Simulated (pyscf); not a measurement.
# `[Cl][Zr]([Cl])[Cl]`, doublet

Gas-phase minimum from PySCF at ωB97X-D3(BJ)/def2-SVP, one conformer. 

```xyz
4

Cl     2.3319    -0.8637    -0.9236
Zr     0.1519    -0.0398    -0.8321
Cl    -0.2280     2.2606    -0.8780
Cl    -1.6492    -1.5150    -0.6940
```
Charge 0, spin multiplicity 2.

Bond lengths (Å): Cl1–Zr2 2.332, Zr2–Cl3 2.332, Zr2–Cl4 2.332. Angles (°): Cl1–Zr2–Cl3 120.0, Cl1–Zr2–Cl4 120.0, Cl3–Zr2–Cl4 120.0.

Properties at ωB97X-D3(BJ)/def2-SVP:

| Quantity | Value |
|---|---|
| Harmonic wavenumbers, unscaled | 65, 89, 89, 370, 439, 439 cm⁻¹ |
| Zero-point energy | 2.1 kcal/mol |
| Rotational symmetry number | 6 |
| Entropy of this conformer at 298 K and 1 atm, rigid rotor and harmonic oscillator, modes under 100 cm⁻¹ raised to 100 | 342.4 J/(mol K) |
| Dipole moment | 0.00 D |
| Spin expectation value S2 | 0.751 |

Single-point totals, which compare only within one level:

| level | total energy (hartree) |
|---|---|
| ωB97X-D3(BJ)/def2-TZVP | -1427.95681 |
| PBE/def2-TZVP | -1427.36043 |
| r²SCAN/def2-TZVP | -1427.84966 |
| B3LYP-D3(BJ)/def2-TZVP | -1427.98206 |
| PBE0-D3(BJ)/def2-TZVP | -1427.45073 |
| M06-2X/def2-TZVP | -1427.77626 |
| ωB97M-D3(BJ)/def2-TZVP | -1428.01919 |

Open-shell species with a d-block atom are single-reference here; other states, and whether the spin sits on metal or ligand, were not checked. Elements past Kr carry the def2 core potentials, without spin-orbit coupling.
